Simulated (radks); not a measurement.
Values are calculated unless marked as measured or tabulated.
Species: Sb IV. Configuration: [Kr] 4d10 5s1 5p1 (not the ground configuration).

Code: a radial shooting solver on a logarithmic mesh with Libxc functionals. Model: Dirac Kohn-Sham, PBE, spin-unpolarised, spherical densities, finite nucleus; open shells fill j = l - 1/2 first; Fermi nuclear charge, rms radius 4.6802 fm.

Energy parts (Ry):
| part | energy |
|---|---|
| total | -12962.35538 |
| kinetic | 13677.77918 |
| electron-nucleus | -31367.96605 |
| Hartree | 5067.31317 |
| exchange-correlation | -339.48168 |

Orbitals (lengths in bohr, moments of r in powers of bohr; r(max) is where P^2 peaks):
| orbital | occ. | eigenvalue (Ry) | r(max) | <1/r> | <r> | small-component weight |
|---|---|---|---|---|---|---|
| 1s1/2 | 2 | -2228.056 | 0.01835 | 54.32 | 0.02842 | 3.52e-02 |
| 2s1/2 | 2 | -340.8706 | 0.1038 | 12.62 | 0.1222 | 7.47e-03 |
| 2p1/2 | 2 | -319.0522 | 0.07983 | 12.61 | 0.1033 | 7.49e-03 |
| 2p3/2 | 4 | -300.5436 | 0.08445 | 11.70 | 0.1087 | 7.14e-03 |
| 3s1/2 | 2 | -68.65705 | 0.3001 | 4.477 | 0.3302 | 2.18e-03 |
| 3p1/2 | 2 | -59.73702 | 0.2865 | 4.385 | 0.3208 | 2.12e-03 |
| 3p3/2 | 4 | -56.32156 | 0.2969 | 4.164 | 0.3321 | 2.02e-03 |
| 3d3/2 | 4 | -40.57006 | 0.2426 | 4.013 | 0.3033 | 1.91e-03 |
| 3d5/2 | 6 | -39.86026 | 0.2455 | 3.955 | 0.3069 | 1.88e-03 |
| 4s1/2 | 2 | -13.18575 | 0.7230 | 1.771 | 0.7904 | 5.99e-04 |
| 4p1/2 | 2 | -10.16771 | 0.7460 | 1.657 | 0.8316 | 5.38e-04 |
| 4p3/2 | 4 | -9.53537 | 0.7704 | 1.585 | 0.8604 | 5.08e-04 |
| 4d3/2 | 4 | -4.75285 | 0.8407 | 1.316 | 1.011 | 3.68e-04 |
| 4d5/2 | 6 | -4.66003 | 0.8498 | 1.298 | 1.023 | 3.60e-04 |
| 5s1/2 | 1 | -2.91022 | 1.805 | 0.6467 | 2.012 | 1.10e-04 |
| 5p1/2 | 1 | -2.21813 | 2.038 | 0.5601 | 2.299 | 8.46e-05 |
| 5p3/2 | 0 | -2.14168 | 2.106 | 0.5413 | 2.369 | 8.04e-05 |

The highest occupied level is 5p1/2 at -30.179 eV. The density falls to 0.001 e/bohr^3 at r = 3.61 bohr. Summed over all electrons, <r^2> = 31.26 bohr^2, which gives a Langevin (diamagnetic) susceptibility term of -24.8 x 10^-6 cm^3/mol.
